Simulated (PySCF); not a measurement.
Input for PySCF: R-B3LYP/LANL2DZ on BrFGe (SMILES [F][Ge][Br]), a point of a bond scan (R = 2.379 Å).

```python
from pyscf import gto, scf, dft, mp
from pyscf.data.elements import chemcore

mol = gto.M(
    atom='''
    Ge    0.54012837   -0.45604254    0.81246222
    F     1.82315310   -1.63315889   -0.80793178
    Br   -0.87710746    0.75843391   -0.64309499
    ''',
    basis='lanl2dz',
    ecp={'Br': 'lanl2dz', 'Ge': 'lanl2dz'},
    charge=0, spin=0, verbose=3, max_memory=1800)
mf = dft.RKS(mol, xc='b3lyp')
mf.conv_tol = 1e-8
mf.max_cycle = 100
mf.kernel()
if not mf.converged:
    mf = mf.newton().run(mf.mo_coeff, mf.mo_occ)
```

It printed:

```
converged SCF energy = -116.798099411482
```

Self-consistency was reached.

Cost: about 2.3 core-seconds (a rough figure).
